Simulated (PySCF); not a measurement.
Compound: C7H7N.
SMILES with atom numbers: `[CH3:1][C:2]#[C:3][n:4]1[cH:5][cH:6][cH:7][cH:8]1` (hydrogens: H9, H10, H11 on C1; H12 on C5; H13 on C6; H14 on C7; H15 on C8)

Structure used (GFN2-xTB), in Å, numbered top down from 1:
```xyz
15
C7H7N angstrom
C      2.7426   -1.6454   -1.4418
C      1.5831   -0.9506   -0.9306
C      0.6198   -0.3725   -0.5071
N     -0.4560    0.2743   -0.0343
C     -0.7526    0.4593    1.2867
C     -1.9229    1.1579    1.3661
C     -2.3545    1.4072    0.0446
C     -1.4327    0.8520   -0.7958
H      3.5866   -1.5043   -0.7673
H      3.0065   -1.2519   -2.4230
H      2.5364   -2.7119   -1.5321
H     -0.1084    0.0791    2.0553
H     -2.4217    1.4612    2.2653
H     -3.2417    1.9341   -0.2465
H     -1.3891    0.8194   -1.8670
```

PySCF, density fitting, gas phase, GFN2-xTB geometry. The standard run uses grid level 2 after a coarse-grid start, the def2-universal JK fitting basis (with tight functions added where the orbital basis needs them), an energy threshold of 1e-9 Eh and DIIS. The changed runs have no coarse-grid stage.

Standard PBE0/pcSseg-1: E = -325.193697 Eh, HOMO -6.387 eV, LUMO 0.210 eV, dipole 1.660 D, 14 cycles (coarse-grid cycles included). What changes at PBE0/pcSseg-1 with: damping 0.1 at the start, DIIS from the seventh cycle?

E = -325.193697 Eh (0.000 mEh), HOMO -6.387 eV (0.000), LUMO 0.210 eV (0.000), dipole 1.660 D (0.000), 20 SCF cycles. The result matches the standard run within 0.02 mEh and 0.003 eV; such settings steer the iterations and don't enter the energy expression.

The cycles:
```
cycle   1  E = -325.1333080923  dE =  1.632e+00  |g| = 4.923e-01  |ddm| = 4.004e+00
cycle   2  E = -325.1001821271  dE =  3.313e-02  |g| = 6.314e-01  |ddm| = 9.178e-01
cycle   3  E = -324.9132224020  dE =  1.870e-01  |g| = 1.085e+00  |ddm| = 1.350e+00
cycle   4  E = -324.2201183970  dE =  6.931e-01  |g| = 2.009e+00  |ddm| = 2.587e+00
cycle   5  E = -322.0641778817  dE =  2.156e+00  |g| = 3.434e+00  |ddm| = 4.461e+00
cycle   6  E = -298.4164550267  dE =  2.365e+01  |g| = 9.607e+00  |ddm| = 2.170e+01
cycle   7  E = -259.2000498340  dE =  3.922e+01  |g| = 1.113e+01  |ddm| = 2.865e+01
cycle   8  E = -318.7937941111  dE = -5.959e+01  |g| = 4.149e+00  |ddm| = 2.330e+01
cycle   9  E = -322.0065738362  dE = -3.213e+00  |g| = 2.935e+00  |ddm| = 1.575e+01
cycle  10  E = -324.4855615592  dE = -2.479e+00  |g| = 1.515e+00  |ddm| = 7.083e+00
cycle  11  E = -325.0353729032  dE = -5.498e-01  |g| = 8.108e-01  |ddm| = 2.320e+00
cycle  12  E = -325.1731769594  dE = -1.378e-01  |g| = 2.676e-01  |ddm| = 7.606e-01
cycle  13  E = -325.1895039625  dE = -1.633e-02  |g| = 1.370e-01  |ddm| = 3.193e-01
cycle  14  E = -325.1935444464  dE = -4.040e-03  |g| = 2.534e-02  |ddm| = 1.124e-01
cycle  15  E = -325.1936849792  dE = -1.405e-04  |g| = 7.014e-03  |ddm| = 2.485e-02
cycle  16  E = -325.1936959224  dE = -1.094e-05  |g| = 2.008e-03  |ddm| = 8.926e-03
cycle  17  E = -325.1936967806  dE = -8.582e-07  |g| = 8.349e-04  |ddm| = 2.693e-03
cycle  18  E = -325.1936969547  dE = -1.741e-07  |g| = 2.250e-04  |ddm| = 1.000e-03
cycle  19  E = -325.1936969673  dE = -1.263e-08  |g| = 5.635e-05  |ddm| = 2.662e-04
cycle  20  E = -325.1936969681  dE = -7.924e-10  |g| = 1.763e-05  |ddm| = 6.819e-05
```
